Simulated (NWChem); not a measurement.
System: CH$_{3}$ISn, singlet; SMILES [CH3][Sn][I]

The following NWChem deck was run.

```
start job
memory heap 200 mb stack 900 mb global 1100 mb
geometry units angstroms noautosym nocenter noautoz
  Sn    -0.307983     1.287217    -0.005958
  I      0.049740    -1.448398     0.007077
  C      1.840475     1.753836    -0.001395
  H      2.010300     2.841587    -0.023288
  H      2.327686     1.291140    -0.874940
  H      2.311106     1.331274     0.901410
end
basis spherical
  * library def2-svpd
end
ecp
  Sn library def2-ecp
  I library def2-ecp
end
dft
  xc xpbe96 cpbe96
  iterations 150
end
property
  response 1 0.0
end
task dft property
```

Output (shortened):

```
             Northwest Computational Chemistry Package (NWChem) 7.3.0
             --------------------------------------------------------

                             Geometry "geometry" -> ""
                             -------------------------

 Output coordinates in angstroms (scale by  1.889725989 to convert to a.u.)

  No.       Tag          Charge          X              Y              Z
 ---- ---------------- ---------- -------------- -------------- --------------
    1 Sn                  50.0000    -0.30798300     1.28721700    -0.00595800
    2 I                   53.0000     0.04974000    -1.44839800     0.00707700
    3 C                    6.0000     1.84047500     1.75383600    -0.00139500
    4 H                    1.0000     2.01030000     2.84158700    -0.02328800
    5 H                    1.0000     2.32768600     1.29114000    -0.87494000
    6 H                    1.0000     2.31110600     1.33127400     0.90141000

 Effective nuclear repulsion energy (a.u.)     685.6272267534

                                 NWChem DFT Module
                                 -----------------

 Summary of "ao basis" -> "ao basis" (spherical)
 ------------------------------------------------------------------------------
       Tag                 Description            Shells   Functions and Types
 ---------------- ------------------------------  ------  ---------------------
 Sn                        def2-svpd                12       32   5s4p3d
 I                         def2-svpd                13       35   5s5p3d
 C                         def2-svpd                 8       20   4s2p2d
 H                         def2-svpd                 4        8   2s2p

            General Information
            -------------------
          SCF calculation type: DFT
          Wavefunction type:  closed shell.
          No. of atoms     :     6
          No. of electrons :    56
           Alpha electrons :    28
            Beta electrons :    28
          Charge           :     0
          Spin multiplicity:     1
          Use of symmetry is: off; symmetry adaption is: off
          Maximum number of iterations: 150
          AO basis - number of functions:   111
                     number of shells:    45
          Convergence on energy requested:  1.00D-06
          Convergence on density requested:  1.00D-05
          Convergence on gradient requested:  5.00D-04

              XC Information
              --------------
          PerdewBurkeErnzerhof Exchange Functional  1.000
            Perdew 1991 LDA Correlation Functional  1.000 local
           PerdewBurkeErnz. Correlation Functional  1.000 non-local

             Grid Information
             ----------------
          Grid used for XC integration:  medium
          Radial quadrature: Mura-Knowles
          Angular quadrature: Lebedev.
          Tag              B.-S. Rad. Rad. Pts. Rad. Cut. Ang. Pts.
          ---              ---------- --------- --------- ---------
          Sn                  1.45      123          13.0       590
          I                   1.40      123          13.0       590
          C                   0.70       49          14.0       434
          H                   0.35       45          15.0       434
          Grid pruning is: on
          Number of quadrature shells:   430
          Spatial weights used:  Erf1

      Superposition of Atomic Density Guess
      -------------------------------------

 Sum of atomic energies:        -635.34225549

      Non-variational initial energy
      ------------------------------

 Total energy =    -549.766925
 1-e energy   =   -1326.148743
 2-e energy   =     585.394660
 HOMO         =      -0.232580
 LUMO         =      -0.059793

   convergence    iter        energy       DeltaE   RMS-Dens  Diis-err
 ---------------- ----- ----------------- --------- --------- ---------
 d= 0,ls=0.0,diis     1   -551.8001101941 -7.43D+02  2.02D-02  3.10D-01
 d= 0,ls=0.0,diis     2   -551.5137090944  2.86D-01  1.39D-02  1.52D+00
 d= 0,ls=0.0,diis     3   -551.8426218445 -3.29D-01  4.39D-03  6.38D-02
 d= 0,ls=0.0,diis     4   -551.8504016105 -7.78D-03  1.71D-03  3.96D-02
 d= 0,ls=0.0,diis     5   -551.8566948774 -6.29D-03  3.96D-04  1.19D-03
  Resetting Diis
 d= 0,ls=0.0,diis     6   -551.8568258103 -1.31D-04  1.47D-04  2.22D-04
 d= 0,ls=0.0,diis     7   -551.8568685916 -4.28D-05  1.26D-04  8.91D-06
 d= 0,ls=0.0,diis     8   -551.8568589957  9.60D-06  8.13D-05  4.90D-05
 d= 0,ls=0.0,diis     9   -551.8568710766 -1.21D-05  8.88D-06  5.16D-07
 d= 0,ls=0.0,diis    10   -551.8568711593 -8.27D-08  2.71D-06  6.33D-08

         Total DFT energy =     -551.856871159266
      One electron energy =    -1328.469593057915
           Coulomb energy =      632.335357825097
    Exchange-Corr. energy =      -46.709793319228
 Nuclear repulsion energy =      190.987157392780

 Numeric. integr. density =       55.999995783228

                       DFT Final Molecular Orbital Analysis
                       ------------------------------------

[...]

 DFT Linear Response polarizability / au
 Frequency  =       0.0000000 / au
              X              Y              Z
 -----------------------------------------------
 X      97.1406251      2.2343469      0.0790287
 Y       2.2342409    132.1660146     -0.2413238
 Z       0.0790288     -0.2413243     73.7330871
 -----------------------------------------------
 Eigenvalues =      96.9990477    132.3089226     73.7317565
 Isotropic   =     101.0132423
 Anisotropic =      51.0854112
 -----------------------------------------------

 Magnetic Dipole Response Matrix (nonzero elements):

 Exiting AOResponse driver routine
```

Level: PBE/def2-SVPD with def2 effective core potentials on Sn, I. Low-valent species are run as closed-shell singlets; no triplet was tried in these runs. Structure relaxed at the PBE0/def2-SVP level. def2 effective core potentials on Sn, I; no spin-orbit coupling.
